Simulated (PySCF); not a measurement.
MoO₂Cl₂, SMILES [O]=[Mo](=[O])([Cl])[Cl], multiplicity 1. Atoms are numbered in the order given.

```xyz
5

Mo     0.0000     0.0000    -0.2933
O      0.0000    -1.3290    -1.2872
O      0.0000     1.3290    -1.2872
Cl    -1.8707     0.0000     0.9680
Cl     1.8707     0.0000     0.9680
```

Geometry optimised at PBE0-D3(BJ)/def2-SVP. The multiplicity is an assumed one; other spin states were not compared. The isomer is the one that the SMILES or the coordinates give; other isomers of the formula were not compared. The def2 effective core potentials stand for the cores of Mo; spin–orbit coupling is left out.

Computed with CAM-B3LYP/def2-TZVP (PySCF).

Symmetry labels are those of the subgroup C2v that the program uses (full group C2v).

### Question
List the valence orbital energies around the gap with their symmetry. (An estimate is asked for; the answer gives what the named calculation found.)

### Answer

```json
[
 {"orbital": "HOMO−7", "symmetry": "A1", "energy (eV)": "-13.92"},
 {"orbital": "HOMO−6", "symmetry": "A1", "energy (eV)": "-13.13"},
 {"orbital": "HOMO−5", "symmetry": "B1", "energy (eV)": "-12.36"},
 {"orbital": "HOMO−4", "symmetry": "B2", "energy (eV)": "-11.91"},
 {"orbital": "HOMO−3", "symmetry": "A1", "energy (eV)": "-11.86"},
 {"orbital": "HOMO−2", "symmetry": "B2", "energy (eV)": "-11.43"},
 {"orbital": "HOMO−1", "symmetry": "A2", "energy (eV)": "-11.40"},
 {"orbital": "HOMO", "symmetry": "B1", "energy (eV)": "-11.34"},
 {"orbital": "LUMO", "symmetry": "A1", "energy (eV)": "-2.83"},
 {"orbital": "LUMO+1", "symmetry": "A2", "energy (eV)": "-2.08"},
 {"orbital": "LUMO+2", "symmetry": "B1", "energy (eV)": "-1.68"},
 {"orbital": "LUMO+3", "symmetry": "A1", "energy (eV)": "-0.29"}
]
```
